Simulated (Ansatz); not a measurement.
`C[Se][Se][SiH3]` + `BN` → `NB[Se][SiH3]` + `C[SeH]`  (formal exchange of groups at the Se–Se bond)

Computed with Ansatz on PBE0-D4/def2-TZVP structures; ΔE is electronic, products minus reactants. CBS: MP2 limit from def2 TZ/QZ plus the TZ coupled-cluster correction, frozen cores. This one scheme is used for every species. DFT in def2-TZVPP. For Se outer-core shells are correlated without core-valence functions, which leaves a few kJ/mol of doubt a bond. Scalar relativity is left out up to krypton. One conformer a species, not always the lowest.

`C[Se][Se][SiH3]`:

```xyz
10

C     0.739    1.887    0.139
Se    0.217    0.939   -1.478
Se    1.075   -1.174   -0.973
Si   -0.828   -1.851    0.085
H     0.270    1.430    1.008
H     1.822    1.887    0.237
H     0.376    2.909    0.019
H    -0.568   -3.214    0.622
H    -1.138   -0.925    1.203
H    -1.966   -1.887   -0.864
```

`BN`:

```xyz
6

B     0.520   -0.082   -0.435
N    -0.535    0.085    0.447
H     1.621   -0.254    0.003
H     0.303   -0.051   -1.612
H    -1.484    0.233    0.149
H    -0.425    0.070    1.447
```

`NB[Se][SiH3]`:

Cartesian coordinates in Å:
```
N -1.035 1.185 0.471
B -0.362 0.490 1.465
Se 0.862 -1.016 1.175
Si 0.917 -1.074 -1.094
H -1.655 1.946 0.692
H -0.996 0.972 -0.511
H -0.514 0.795 2.609
H 1.699 0.059 -1.654
H -0.459 -1.000 -1.660
H 1.544 -2.357 -1.494
```

`C[SeH]`:

Z-matrix (Å, degrees):
```
C
Se 1 1.949
H 1 1.088 2 110.6
H 1 1.087 2 110.6 3 -123.3
H 1 1.089 2 106.0 3 118.4
H 2 1.468 1 95.4 3 61.7
```

```
    level  ΔE (kJ/mol)
r2SCAN-D4        -42.3
   B2PLYP        -38.1
```

Task: What does CCSD(T)/CBS give? (Best estimate.)

Result: Computed: -40.7 kJ/mol. The listed levels differ from it by -1.6, 2.6 kJ/mol.

Largest T1 diagnostic among the species: 0.012.

In def2-TZVPP, CCSD(T) changes the Hartree–Fock value by −4.6 kJ/mol (the triples alone add +0.9 kJ/mol) and MP2 by −4.1 kJ/mol. The D4 term adds +3.5 kJ/mol with B3LYP and +2.0 kJ/mol with PBE0; it sums over pairs of atoms, weighted by their polarisabilities, and B3LYP, whose exchange is more repulsive, gets the larger term. From PBE to PBE0 (25 % exact exchange), in def2-TZVPP and without D4, ΔE moves by −4.5 kJ/mol.

B3LYP here is the variant with VWN-RPA as its local correlation; programs differ in this.
